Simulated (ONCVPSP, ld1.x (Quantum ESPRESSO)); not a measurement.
Hardness and transferability of assorted potentials

Generated with ld1.x 7.5 (TM, RRKJ, ultrasoft, PAW), atompaw 4.2 or ONCVPSP 4.0.1. The cutoff is in Ry: for ld1.x and atompaw files where the sum of valence levels is converged to 10 mRy in a Bessel basis, for ONCV files where the hardest occupied wave has 1 mHa per electron of residual kinetic energy. The error is the largest all-electron minus pseudo excitation energy over each file’s own four to seven test configurations (ionisations up to +4, promotions, holes and added fractions of an electron), all of which were solved. The labels leave out finer settings (local radius, basis sizes, second energies), which also bear on the numbers. Spin-polarised tests are not counted. The rows are a selection from randomly drawn settings: files with unsolved tests, undetermined cutoffs or missed reference levels are left out.

A true bound ghost makes a file unfit for plane-wave use even where its test errors are small: the radial tests pick states by their node count and pass the ghost by.

| element | potential | cutoff (Ry) | largest error (meV) | bound ghosts |
| --- | --- | --- | --- | --- |
| Li | ONCV, LDA (Perdew-Zunger), scalar-relativistic, rc 1.05/0.80 (sp), local smoothed, core correction no, reference 1s2 2s1, qcut 10.8/8.8, projectors 2/2 | 88 | +642 | none |
| Mg | ONCV, PBE, non-relativistic, rc 1.35/1.10 (sp), local smoothed, core correction yes, reference 2s2 2p6 3s2, qcut 11.2/12.7, projectors 2/3 | 126 | -1.6 | none |
| Ti | ONCV, LDA (Perdew-Wang 92), scalar-relativistic, rc 1.75/1.95/2.60 (spd), local smoothed, core correction no, reference 3s2 3p6 3d2 4s1.5 4p0.5, qcut 6.8/5.8/6.8, projectors 2/2/2 | 32 | -72 | none |
| V | ONCV, PBE, scalar-relativistic, rc 1.65/1.00/2.30 (spd), local smoothed, core correction yes, reference 3s2 3p6 3d3 4s2, qcut 9.2/7.8/8.1, projectors 2/1/2 | 55 | -192 | none |
| Co | ONCV, PBEsol, scalar-relativistic, rc 1.50/1.10/1.70 (spd), local smoothed, core correction yes, reference 3s2 3p6 3d7 4s2, qcut 8.1/11.3/8.3, projectors 2/2/2 | 76 | -865 | none |
| Mo | TM, PBE, scalar-relativistic, rc 1.20/1.45/2.35/2.55 (spdf), local s, core correction yes, reference 4s2 4p6 4d5 5s0 5p0 | 90 | +121 | none |
| I | ONCV, PBEsol, scalar-relativistic, rc 1.45/1.65/1.35/1.65 (spdf), local smoothed, core correction no, reference 4d10 5s2 5p5, qcut 3.5/5.2/14.2/6.6, projectors 2/3/2/1 | 106 | -400 | s, p |
| Pt | ONCV, PBEsol, scalar-relativistic, rc 1.50/1.55/2.00/1.60 (spdf), local smoothed, core correction yes, reference 5s2 5p6 5d8, qcut 10.6/10/7.8/7.7, projectors 2/1/2/2 | 74 | +6.9 | none |

(1) Fill in the row for Sc: ONCV, LDA (Perdew-Wang 92), fully relativistic, rc 1.65/1.95/2.65 (spd), local smoothed, core correction no, reference 3s2 3p6 3d1 4s1.75 4p0.25, qcut 8.5/7.4/7.1, projectors 2/2/2.

## Answers

(1) cutoff 42 Ry, largest error +93 meV, bound ghosts: none.
